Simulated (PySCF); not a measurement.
chlorotrifluoromethane (CClF3), SMILES C(F)(F)(Cl)F. Heavy atoms are numbered as in [F:1][C:2]([F:3])([F:4])[Cl:5].

The structure is a stationary point at B3LYP-D3(BJ)/def2-SVP.

These are PySCF with B3LYP/pcSseg-2 values and carry that method's errors.

GIAO shieldings, no solvent; atoms alike by connectivity are averaged. δ = σ(ref) − σ: ¹⁹F against CFCl3 (σ = 159.6 ppm); ¹³C against TMS (σ = 181.3 ppm); ³⁵Cl against HCl (σ = 930.0 ppm), references at their B3LYP-D3(BJ)/def2-TZVP geometries, non-relativistic (without spin–orbit terms, shifts of atoms bonded to Cl or Br come out too high).

Computed chemical shifts:
```tsv
nucleus	atoms	count	δ (ppm)
¹⁹F	F1	3	-39.7
¹³C	C2	1	149.0
³⁵Cl	Cl5	1	394.3
```
